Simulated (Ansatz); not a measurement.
Relaxation of CH$_{5}$PSSi (9 atoms, charge 0, multiplicity 1), to a largest force component of 0.015 eV/Å in at most 40 steps.

Method: Ansatz, RKS PBE/def2-SVP.

```xyz
9
Properties=species:S:1:pos:R:3:forces:R:3
P -1.711 0.934 0.493 -1.71 1.67 -0.28
Si -0.148 -0.477 0.722 -0.57 -1.62 0.06
C 1.370 -0.166 -0.161 5.71 2.91 3.08
S 0.543 -0.934 -1.336 -3.41 -2.79 -3.74
H -2.711 0.315 1.328 0.14 -0.11 -0.03
H -1.352 1.891 1.506 0.08 -0.02 0.16
H -0.421 -1.786 1.339 0.13 -0.29 0.44
H 1.697 0.885 -0.353 -0.17 0.03 0.25
H 2.276 -0.697 0.246 -0.20 0.22 0.05
```

Where does it end, and by what steps?

The run converged. After 11 steps the energy has fallen by 1.160 eV; H6 moved furthest, 0.81 Å.

```json
{"step": "0", "energy less start (eV)": "0.0000", "largest force component (eV/Å)": "5.708", "accepted": "yes"}
{"step": "1", "energy less start (eV)": "-0.7115", "largest force component (eV/Å)": "3.032", "accepted": "yes"}
{"step": "2", "energy less start (eV)": "-1.0434", "largest force component (eV/Å)": "0.952", "accepted": "yes"}
{"step": "3", "energy less start (eV)": "-1.0578", "largest force component (eV/Å)": "0.397", "accepted": "yes"}
{"step": "4", "energy less start (eV)": "-1.1336", "largest force component (eV/Å)": "0.106", "accepted": "yes"}
{"step": "5", "energy less start (eV)": "-1.1486", "largest force component (eV/Å)": "0.111", "accepted": "yes"}
{"step": "6", "energy less start (eV)": "-1.1403", "largest force component (eV/Å)": "0.504", "accepted": "no"}
{"step": "7", "energy less start (eV)": "-1.1557", "largest force component (eV/Å)": "0.059", "accepted": "yes"}
{"step": "8", "energy less start (eV)": "-1.1577", "largest force component (eV/Å)": "0.178", "accepted": "yes"}
{"step": "9", "energy less start (eV)": "-1.1588", "largest force component (eV/Å)": "0.061", "accepted": "yes"}
{"step": "10", "energy less start (eV)": "-1.1601", "largest force component (eV/Å)": "0.023", "accepted": "yes"}
{"step": "11", "energy less start (eV)": "-1.1605", "largest force component (eV/Å)": "0.013", "accepted": "yes"}
```

```xyz
9
Properties=species:S:1:pos:R:3
P -1.639 1.272 0.642
Si -0.175 -0.456 0.601
C 1.486 -0.147 -0.195
S 0.382 -1.177 -1.319
H -2.781 0.391 0.682
H -1.595 1.371 2.082
H -0.231 -1.451 1.725
H 1.720 0.852 -0.605
H 2.376 -0.690 0.172
```

Whether the end is a true minimum wasn't checked by a vibrational analysis.

The run took 42 s on 1 thread of Arm Neoverse V1, on a shared host, peak memory 0.15 GiB.
